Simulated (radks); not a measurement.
Results of a calculation; reference values are marked as such.
Task: Ionisation of Ag40+, [He] 2s2 2p3, to Ag41+, [He] 2s2 2p2, under several functionals. Dirac Kohn-Sham, spin-unpolarised, spherical densities, point nucleus; open shells fill j = l - 1/2 first; a radial shooting solver on a logarithmic mesh with Libxc functionals. The NIST Atomic Spectra Database gives 6170 eV (semi-empirical). Rank these functionals by the error of their Delta-SCF ionisation energy: exchange-only B88; RPBE; BLYP; PW91; OLYP; LDA (Slater exchange, Perdew-Wang correlation).

Result: From best to worst: OLYP 6170.0 eV (0.0); PW91 6168.6 eV (-1.4); BLYP 6168.5 eV (-1.5); RPBE 6167.1 eV (-2.9); exchange-only B88 6166.9 eV (-3.1); LDA (Slater exchange, Perdew-Wang correlation) 6164.3 eV (-5.7). Spin polarisation and multiplet splitting are left out, so open shells lie too high by an amount that depends on their filling.

Beside tabulated values, note that spin-unpolarised runs miss the spin-polarisation part of the exchange energy of open shells.
